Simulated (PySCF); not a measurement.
H3BO2 (SMILES OBO), singlet, at a GFN2-xTB geometry. Base run: HF/6-31+G* (PySCF).

PySCF was given this input:
```python
from pyscf import gto, scf, solvent

mol = gto.Mole()
mol.atom = '''
    B    -0.33169512   -0.26876305   -0.22808242
    H    -1.12792963   -0.94802686   -0.76364509
    O    -0.26213846    1.01332706   -0.60980555
    H     0.40272690    1.52262177   -0.14231393
    O     0.50626068   -0.71322713    0.74182176
    H     0.43070059   -1.63157908    0.99024152
'''
mol.basis = '6-31+g*'
mol.verbose = 4
mol.build()

mf = scf.RHF(mol)
mf.kernel()
mf.analyze()
```

The base run was repeated with changes; each row names its change, and settings that it needs were set with it.

| change | ΔE vs base (kJ/mol) | dipole (D) | HOMO-LUMO gap (eV) |
|---|---|---|---|
| base | 0.00 | 1.80 | 15.29 |
| model = COSMO; solvent = water | -32.0 | 2.12 | 15.43 |
| model = ddCOSMO; solvent = water | ? | ? | ? |
| model = IEF-PCM; solvent = water | -32.0 | 2.12 | 15.43 |
| model = IEF-PCM; solvent = water; vdw_scale = 1.4 | -18.23 | 2.02 | 15.41 |
| model = IEF-PCM; solvent = toluene | -14.93 | 1.94 | 15.37 |
| model = IEF-PCM; solvent = dichloromethane | -27.1 | 2.07 | 15.42 |
| model = IEF-PCM; solvent = water; vdw_scale = 1.0 | -58.3 | 2.25 | 15.43 |
| model = IEF-PCM; solvent = methanol | ? | 2.11 | 15.43 |
| model = IEF-PCM; solvent = water; lebedev_order = 11 | ? | ? | 15.42 |
| model = SS(V)PE; solvent = water | -31.8 | 2.11 | 15.43 |
| model = IEF-PCM; solvent = water; lebedev_order = 41 | -32.2 | 2.12 | 15.43 |

Problem. Complete the blanks.

Solution. 
- model = ddCOSMO; solvent = water, ΔE vs base (kJ/mol): -22.10
- model = ddCOSMO; solvent = water, dipole (D): 2.06
- model = ddCOSMO; solvent = water, HOMO-LUMO gap (eV): 15.45
- model = IEF-PCM; solvent = methanol, ΔE vs base (kJ/mol): -31.1
- model = IEF-PCM; solvent = water; lebedev_order = 11, ΔE vs base (kJ/mol): -30.2
- model = IEF-PCM; solvent = water; lebedev_order = 11, dipole (D): 2.10

The base is the gas phase, so ΔE is the electrostatic part of solvation at a fixed geometry, without cavity and dispersion terms.
